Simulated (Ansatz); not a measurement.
A search over several starts for the lowest SCF solution of (H2Al-mu-Cl)2 (Al2H4Cl2) at the given spin, in a small basis.

```yaml
crystal:
  periodic: [false, false, false]
  atoms:
    - {symbol: Al, position_ang: [-0.138628, -0.983741, -1.314747]}
    - {symbol: H, position_ang: [-0.398792, -0.273273, -2.696621]}
    - {symbol: H, position_ang: [0.005203, -2.528317, -1.039766]}
    - {symbol: Cl, position_ang: [-1.616627, -0.101701, 0.246557]}
    - {symbol: Al, position_ang: [0.138677, 0.983478, 1.314937]}
    - {symbol: H, position_ang: [0.398693, 0.263143, 2.691719]}
    - {symbol: H, position_ang: [-0.003631, 2.530082, 1.050769]}
    - {symbol: Cl, position_ang: [1.615084, 0.110330, -0.252848]}
basis:
  gaussian: {orbitals: def2-SVP, initial_orbitals: start.molden}
hamiltonian: {xc: pbe0, dispersion: d4}
output: {orbitals: {seedname: orbitals}}
```

The file start.molden holds the orbitals of an earlier run on this structure, at another level or in another basis.

```sh
$ ansatz run in.yaml --threads 4 --pin off --events-out ev --progress --plain --max-ram 3916MiB
```

Output, abridged:

```
Functional definition: PBE0
840 factors; integrals over basis functions are off by at most 1.1e-3 eV
mean field evaluation 1: about -38281.6250 eV, gradient 3.9e0 eV
mean field evaluation 2: about -38281.6445 eV, gradient 2.0e-2 eV
mean field evaluation 4: about -38281.7362 eV, gradient 5.9e-4 eV
mean field evaluation 8: about -38281.0082 eV, gradient 1.3e1 eV
mean field evaluation 16: about -38281.7362 eV, gradient 2.5e-3 eV
mean field -38281.73620834 eV, -1406.8278573637 hartree, gradient 3.4e-5 eV, S^2 0.000000; 1 other end points of the search recorded, 0 dependent functions left out
reference -38281.73624147 eV, -1406.8278585811 hartree; 32, 32 occupied and 60, 60 virtual orbitals, 840 factors
Total energy: -38281.93542195 eV, -1406.8351783289 hartree
```

Hardware: 4 threads of Intel Xeon Platinum 8259CL on a shared host. Wall time 2.1 s.
